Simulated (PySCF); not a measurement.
3-ethynylfuran (C6H4O), SMILES c1c(C#C)coc1. Atoms are numbered in the order given.

```xyz
11

C      0.0190    -2.9723     0.0000
C      0.0062    -1.7592     0.0000
C      0.0067    -0.3396     0.0000
C      1.1494     0.5376     0.0000
C      0.6477     1.8008     0.0000
O     -0.7026     1.7735     0.0000
C     -1.0877     0.4893     0.0000
H      0.0273    -4.0464     0.0000
H      2.1950     0.2410     0.0000
H      1.1077     2.7853     0.0000
H     -2.1562     0.2923     0.0000
```

Geometry optimised at PBE0-D3(BJ)/def2-SVP.

The numbers are results of PBE0/pcSseg-1 in PySCF, not measurements.

GIAO shieldings, no solvent; atoms alike by connectivity are averaged. δ = σ(ref) − σ: ¹³C against TMS (σ = 186.3 ppm); ¹⁷O against H2O (σ = 334.2 ppm); ¹H against TMS (σ = 31.56 ppm), references at their B3LYP-D3(BJ)/def2-TZVP geometries, non-relativistic.

Problem. Estimate the chemical shifts. (An estimate is asked for; the answer gives what the named calculation found.)

Solution. 
| nucleus | atoms | count | δ (ppm) |
|---|---|---|---|
| ¹³C | C7 | 1 | 154.5 |
| ¹³C | C5 | 1 | 147.7 |
| ¹³C | C4 | 1 | 122.5 |
| ¹³C | C3 | 1 | 114.6 |
| ¹³C | C1 | 1 | 90.7 |
| ¹³C | C2 | 1 | 79.9 |
| ¹⁷O | O6 | 1 | 305.2 |
| ¹H | H11 | 1 | 7.93 |
| ¹H | H10 | 1 | 7.59 |
| ¹H | H9 | 1 | 6.95 |
| ¹H | H8 | 1 | 3.46 |
